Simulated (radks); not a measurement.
Cd VI, configuration [Kr] 4d7. Calculated with a radial shooting solver on a logarithmic mesh with Libxc functionals: scalar-relativistic Kohn-Sham, PBE, spin-polarised, spherical densities, finite nucleus; open shells are filled with parallel spins first (spin-orbit coupling, left out, can overturn this in heavy ions); Fermi nuclear charge, rms radius 4.6087 fm.

X-ray form factor f0, the Fourier transform of the density (f0(0) = 43):

sin(theta)/lambda (1/angstrom)  f0 (electrons)
0.05                                    42.628
0.1                                     41.556
0.15                                    39.899
0.2                                     37.822
0.25                                    35.506
0.3                                     33.121
0.4                                     28.636
0.5                                     24.959
0.6                                     22.161
0.8                                     18.378
1                                       15.642
1.25                                    12.636
1.5                                     10.080
2                                        6.860
